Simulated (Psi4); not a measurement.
C$_{2}$H$_{5}$N, charge +1, doublet, at a GFN2-xTB geometry (a state made from the parent by changing its charge; the spin is typed, not shown lowest). Base run: R2SCAN/6-31G* (Psi4 1.11).

Here is a job for Psi4.
```
memory 2 GB

molecule mol {
1 2
C     1.201570   -0.255639    0.050208
N    -0.073613    0.195773    0.078063
C    -1.277800    0.163281   -0.102305
H     1.820848    0.425783   -0.546726
H     1.598021   -0.303580    1.072312
H     1.292168   -1.265550   -0.392280
H    -1.824553   -0.676182   -0.555725
H    -1.913813    1.003263    0.188565
}

set {
  basis 6-31g*
  reference uks
}

energy('r2scan')
print_variables()
```

The base run was repeated with changes; each row names its change, and settings that it needs were set with it.

```
change                    E (Eh)  SCF-reference <S^2>  core-seconds (rough)
--------------------  ----------  -------------------  --------------------
base                  -133.52526                0.763                    20
functional = revpbe   -133.57728                0.756                    10
functional = pbe0-dh  -133.43206                0.772                    10
functional = m06-2x   -133.53234                0.761                    20
functional = mn15     -133.43522                0.759                    20
functional = wb97m-v  -133.53425                0.759                   100
functional = pw6b95   -133.77334                0.759                    20
functional = tpss     -133.63954                0.758                    20
functional = blyp     -133.55652                0.755                     8
functional = scan     -133.54536                0.768                    20
functional = wb97x    -133.56736                0.761                    10
functional = m06      -133.50591                0.760                    20
functional = x3lyp    -133.54729                0.759                    10
```

Total energies compare only within one method and basis.

Open shells are given as the SCF converged; they aren't shown to be the lowest states, and a large step between rows can be another state.
